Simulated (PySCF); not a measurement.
**J couplings in C₄H₉AsGe**

Bonds (- single, = double, # triple, : aromatic): C1-C2 1.452 Å, C2#C3 1.219 Å, C3-Ge4 1.898 Å, Ge4-C5 1.951 Å, Ge4-As6 2.430 Å. C1 carries H7, H8, H9; Ge4 carries H10; C5 carries H11, H12, H13; As6 carries H14, H15. Stereochemistry as in CC#[C][Ge@@H]([CH3])[AsH2].

Method: B3LYP/pcJ-1 (pcSseg-1 on As, pcSseg-1 on Ge) (without the spin–dipole term)//PBE0-D3(BJ)/def2-SVP, PySCF 2.14.0 with density-fitted response routines; isolated molecule, single conformer, non-relativistic. Couplings are averaged over pairs made equivalent by symmetry, fast rotation or ring inversion, so a value needn't be that of the named pair in this geometry, while other rotamers aren't included; one pair stands for each set, and the list holds those of at least 1.5 Hz over up to four bonds.

Isotopes: 13C, 1H.

```json
{"pair": "C1, C2", "bonds": "1", "J (Hz)": "72.5"}
{"pair": "C1, H7", "bonds": "1", "J (Hz)": "137.9"}
{"pair": "C2, C3", "bonds": "1", "J (Hz)": "?"}
{"pair": "C5, H11", "bonds": "1", "J (Hz)": "?"}
{"pair": "C1, C3", "bonds": "2", "J (Hz)": "?"}
{"pair": "C2, H7", "bonds": "2", "J (Hz)": "-10.4"}
{"pair": "C3, C5", "bonds": "2", "J (Hz)": "?"}
{"pair": "C3, H10", "bonds": "2", "J (Hz)": "13.6"}
{"pair": "C5, H10", "bonds": "2", "J (Hz)": "?"}
{"pair": "H7, H8", "bonds": "2", "J (Hz)": "-18.2"}
{"pair": "H11, H12", "bonds": "2", "J (Hz)": "-12.9"}
{"pair": "H14, H15", "bonds": "2", "J (Hz)": "-11.3"}
{"pair": "C2, C5", "bonds": "3", "J (Hz)": "1.8"}
{"pair": "C2, H10", "bonds": "3", "J (Hz)": "5.0"}
{"pair": "C3, H7", "bonds": "3", "J (Hz)": "5.9"}
{"pair": "C3, H11", "bonds": "3", "J (Hz)": "?"}
{"pair": "C3, H14", "bonds": "3", "J (Hz)": "3.0"}
{"pair": "C5, H14", "bonds": "3", "J (Hz)": "2.8"}
{"pair": "H10, H11", "bonds": "3", "J (Hz)": "3.3"}
{"pair": "H10, H14", "bonds": "3", "J (Hz)": "3.8"}
```

Q: Estimate the withheld couplings, with signs.

A: 
- 1J(C2,C3) = 161.3 Hz (bond length 1.219 Å)
- 1J(C5,H11) = 138.2 Hz (bond length 1.099 Å, sp3 carbon)
- 2J(C1,C3) = 9.1 Hz (angle at C2 180°)
- 2J(C3,C5) = 4.5 Hz (angle at Ge4 110°)
- 2J(C5,H10) = 8.7 Hz (angle at Ge4 111°)
- 3J(C3,H11) = 3.3 Hz (mean over equivalent pairs that range from 0.0 to 9.6 Hz in this conformer)

Relativistic effects of the heavier atoms present are left out.
